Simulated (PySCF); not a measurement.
cyclo-(Cl2SiS)2: 4 charge schemes on one density

Compound: cyclo-(Cl2SiS)2.
Z-matrix (Å and degrees, PBE0-D3(BJ)/def2-SVP geometry), rows numbered from 1:
```
Si
Cl  1  2.0430
Cl  1  2.0420  2  107.59
S   1  2.1347  2  112.36  3  -124.06
Si  4  2.1367  1   80.03  2  -119.38
Cl  5  2.0430  4  112.43  1  -119.48
Cl  5  2.0421  4  112.20  1   119.04
S   5  2.1348  4   99.97  1    -0.12
```

Density: PBE0/pcSseg-1 (PySCF); schemes: Mulliken, IAO, Hirshfeld and ESP-fitted. Isolated species at its PBE0-D3(BJ)/def2-SVP geometry (one conformer only).

Task: For which atoms does the sign change between the 4 schemes (beyond +0.03 e in one, beyond −0.03 e in another)?

Result: For none.

Task: Which atoms carry the highest charge in the Mulliken, IAO, Hirshfeld and ESP-fitted schemes?

Result: All schemes pick atoms of one kind: Mulliken Si1 and Si5 (+0.776); IAO Si1 and Si5 (+0.888); Hirshfeld Si1 and Si5 (+0.311); ESP-fitted Si1 (+0.114).

Task: Tabulate the Mulliken, IAO, Hirshfeld and ESP-fitted charges.

Result: In e:

```
atom                     environment  Mulliken     IAO  Hirshfeld  ESP-fitted
 Si1  silicon bonded to 2 Cl and 2 S    +0.776  +0.888     +0.311      +0.114
 Cl2           chlorine bonded to Si    -0.226  -0.261     -0.094      -0.035
 Cl3           chlorine bonded to Si    -0.226  -0.261     -0.094      -0.035
  S4           sulfur bonded to 2 Si    -0.324  -0.367     -0.122      -0.033
 Si5  silicon bonded to 2 Cl and 2 S    +0.776  +0.888     +0.311      +0.073
 Cl6           chlorine bonded to Si    -0.227  -0.260     -0.094      -0.024
 Cl7           chlorine bonded to Si    -0.226  -0.261     -0.094      -0.024
  S8           sulfur bonded to 2 Si    -0.324  -0.367     -0.123      -0.036
```

Mean size of the charges over all atoms: IAO 0.444 e, Mulliken 0.388 e, Hirshfeld 0.156 e, ESP-fitted 0.047 e. Each set sums to the total charge, 0, to within 0.001 e. The Hirshfeld scheme divides the density at each point in proportion to the densities of the neutral, spherically averaged free atoms.

Task: Sum the charges by element.

Result: 
```json
{"element": "Si", "atoms": "2", "Mulliken": "+1.552", "IAO": "+1.777", "Hirshfeld": "+0.622", "ESP-fitted": "+0.186"}
{"element": "Cl", "atoms": "4", "Mulliken": "-0.905", "IAO": "-1.042", "Hirshfeld": "-0.377", "ESP-fitted": "-0.118"}
{"element": "S", "atoms": "2", "Mulliken": "-0.647", "IAO": "-0.734", "Hirshfeld": "-0.245", "ESP-fitted": "-0.068"}
```

Task: How many electrons does the Mulliken scheme count on S4?

Result: Z − q = 16 − (-0.324) = 16.324.
